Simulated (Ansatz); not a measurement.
F₂GeH₄Si, SMILES `[F][GeH]([F])[SiH3]`, relaxed with RKS PBE-D4/def2-SVP in the Gaussian-basis code of Ansatz from a rough embedded geometry. The force threshold is 0.03 eV/Å; the program also tests the step.

The species carries charge 0 and has multiplicity 1.

Start:

```xyz
8

F    -1.464   -1.256   -1.464
Ge   -1.008    0.150   -0.432
F    -0.969    1.620   -1.382
Si    1.011   -0.143    0.484
H    -2.076    0.287    0.708
H     1.071   -1.379    1.312
H     1.387    0.988    1.348
H     2.048   -0.268   -0.573
```

(1) By how much does the energy fall, and how many steps does the optimiser take? (An estimate is asked.)

(2) Which bonds change most? (Estimate.)

(3) Give the relaxed structure. (Estimate.)

Results:

(1) Computed: 0.31 eV, in 5 steps.

(2) Ansatz gave: Ge2–Si4 from 2.236 to 2.397 Å; F1–Ge2 from 1.803 to 1.758 Å; Si4–H7 from 1.472 to 1.502 Å; Ge2–H5 from 1.568 to 1.554 Å.

(3) The calculation gave: 
```xyz
8

F    -1.432   -1.176   -1.437
Ge   -1.073    0.159   -0.352
F    -1.036    1.573   -1.396
Si    1.134   -0.171    0.524
H    -2.315    0.325    0.567
H     1.147   -1.431    1.341
H     1.493    1.005    1.387
H     2.082   -0.284   -0.634
```
